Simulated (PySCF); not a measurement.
F$_{3}$La (SMILES [F][La]([F])[F]), singlet, at a GFN2-xTB geometry (such geometries of metal compounds can be far from the true shape) (core potentials on La); SVWN5/def2-SV(P) (PySCF).

Here is a job for PySCF.
```python
from pyscf import gto, scf, dft

mol = gto.Mole()
mol.atom = '''
    La    0.03101627   -0.05651823   -0.13480663
    F    -1.70864996   -0.89419144    0.33144867
    F    -0.05107305    1.90142145   -0.45924858
    F     1.56328666   -0.64928125    0.98157523
'''
mol.basis = 'def2-sv(p)'
mol.ecp = {'La': 'def2-sv(p)'}
mol.verbose = 4
mol.build()

mf = dft.RKS(mol)
mf.xc = 'lda,vwn'
mf.init_guess = '1e'
mf.kernel()
```

The log (banner, timings and long lists left out):

```
PySCF version 2.14.0

[INPUT] verbose = 4
[INPUT] num. atoms = 4
[INPUT] num. electrons = 38
[INPUT] charge = 0
[INPUT] spin (= nelec alpha-beta = 2S) = 0
[INPUT] symmetry False subgroup None
[INPUT] Mole.unit = angstrom
[INPUT] Symbol           X                Y                Z      unit          X                Y                Z       unit  Magmom
[INPUT]  1 La     0.031016270000  -0.056518230000  -0.134806630000 AA    0.058612255706  -0.106803975745  -0.254747610476 Bohr   0.0
[INPUT]  2 F     -1.708649960000  -0.894191440000   0.331448670000 AA   -3.228880467149  -1.689776924530   0.626347210651 Bohr   0.0
[INPUT]  3 F     -0.051073050000   1.901421450000  -0.459248580000 AA   -0.096514076846   3.593165787873  -0.867854039295 Bohr   0.0
[INPUT]  4 F      1.563286660000  -0.649281250000   0.981575230000 AA    2.954183641586  -1.226963740315   1.854908355357 Bohr   0.0

nuclear repulsion = 117.567265728239
number of shells = 29
number of NR pGTOs = 122
number of NR cGTOs = 67
basis = def2-sv(p)
ecp = {'La': 'def2-sv(p)'}

******** <class 'pyscf.dft.rks.RKS'> ********
method = RKS
initial guess = 1e
damping factor = 0
level_shift factor = 0
DIIS = <class 'pyscf.scf.diis.CDIIS'>
diis_start_cycle = 1
diis_space = 8
diis_damp = 0
SCF conv_tol = 1e-09
SCF conv_tol_grad = None
SCF max_cycles = 50
direct_scf = True
direct_scf_tol = 1e-13
XC library pyscf.dft.libxc version 7.1.2
    S. Lehtola, C. Steigemann, M. J. T. Oliveira, and M. A. L. Marques,  SoftwareX 7, 1–5 (2018)
XC functionals = lda,vwn
    P. A. M. Dirac,  Math. Proc. Cambridge Philos. Soc. 26, 376 (1930)
    F. Bloch,  Z. Phys. 57, 545 (1929)
    S. H. Vosko, L. Wilk, and M. Nusair,  Can. J. Phys. 58, 1200 (1980)
radial grids:
    Treutler-Ahlrichs [JCP 102, 346 (1995); DOI:10.1063/1.469408] (M4) radial grids

becke partition: Becke, JCP 88, 2547 (1988); DOI:10.1063/1.454033
pruning grids: <function nwchem_prune>
grids dens level: 3
symmetrized grids: False
atomic radii adjust function: <function treutler_atomic_radii_adjust>
small_rho_cutoff = 0
Set gradient conv threshold to 3.16228e-05
Initial guess from hcore.
  HOMO = -12.1541816744607  LUMO = -11.1415237071312  gap/eV = 27.55583
tot grids = 67496
init E= -309.603091766256

WARN: HOMO 0.181175193118039 == LUMO 0.181176106678903

cycle= 1 E= -280.515227417435  delta_E= 29.1  |g|= 7.17  |ddm|= 28.9
  HOMO = -1.49953608346955  LUMO = -1.46941442372155  gap/eV = 0.81965
cycle= 2 E= -302.144444268357  delta_E= -21.6  |g|= 8.55  |ddm|= 29.9
  HOMO = -1.31354995844282  LUMO = -0.686785096654085  gap/eV = 17.05514
cycle= 3 E= -323.977745965865  delta_E= -21.8  |g|=  5.1  |ddm|= 11.7
  HOMO = -0.737367032002766  LUMO = -0.231585491939086  gap/eV = 13.76302
cycle= 4 E= -326.431280977391  delta_E= -2.45  |g|= 3.74  |ddm|= 2.32
  HOMO = -0.753367576662741  LUMO = -0.209945510209882  gap/eV = 14.78727
cycle= 5 E= -327.63678085216  delta_E= -1.21  |g|= 2.92  |ddm|= 1.98
  HOMO = -0.489887223095505  LUMO = -0.149728226444335  gap/eV = 9.25620
cycle= 6 E= -328.658498460464  delta_E= -1.02  |g|= 1.57  |ddm|= 1.09
  HOMO = -0.335432824515608  LUMO = -0.113570348847979  gap/eV = 6.03719
cycle= 7 E= -328.968677867976  delta_E= -0.31  |g|= 0.883  |ddm|= 0.98
  HOMO = -0.296300741229256  LUMO = -0.0972528449888159  gap/eV = 5.41637
cycle= 8 E= -329.075260754256  delta_E= -0.107  |g|= 0.366  |ddm|= 0.68
  HOMO = -0.283498279360383  LUMO = -0.0879559091444371  gap/eV = 5.32098
cycle= 9 E= -329.101287544623  delta_E= -0.026  |g|= 0.0377  |ddm|= 0.292
  HOMO = -0.286170627007315  LUMO = -0.0897306151900317  gap/eV = 5.34540
cycle= 10 E= -329.101256692099  delta_E= 3.09e-05  |g|= 0.0394  |ddm|= 0.0454
  HOMO = -0.287207938169341  LUMO = -0.0901392196920625  gap/eV = 5.36251
cycle= 11 E= -329.101533474956  delta_E= -0.000277  |g|= 0.00417  |ddm|= 0.0271
  HOMO = -0.287348026989485  LUMO = -0.0901199839183313  gap/eV = 5.36685
cycle= 12 E= -329.101536566551  delta_E= -3.09e-06  |g|= 0.000527  |ddm|= 0.00308
  HOMO = -0.287331590013645  LUMO = -0.0901139842101095  gap/eV = 5.36656
cycle= 13 E= -329.101536625816  delta_E= -5.93e-08  |g|= 7.59e-05  |ddm|= 0.000561
  HOMO = -0.287325134797033  LUMO = -0.0901107854916923  gap/eV = 5.36648
cycle= 14 E= -329.101536627252  delta_E= -1.44e-09  |g|= 9.75e-06  |ddm|= 0.000102
  HOMO = -0.287324878207093  LUMO = -0.090110551046152  gap/eV = 5.36648
cycle= 15 E= -329.101536627275  delta_E= -2.3e-11  |g|= 7.84e-07  |ddm|= 1.04e-05
  HOMO = -0.287324874215081  LUMO = -0.0901106059621455  gap/eV = 5.36647
Extra cycle  E= -329.101536627275  delta_E= -2.27e-13  |g|= 8.03e-07  |ddm|= 1.48e-06
converged SCF energy = -329.101536627275
```
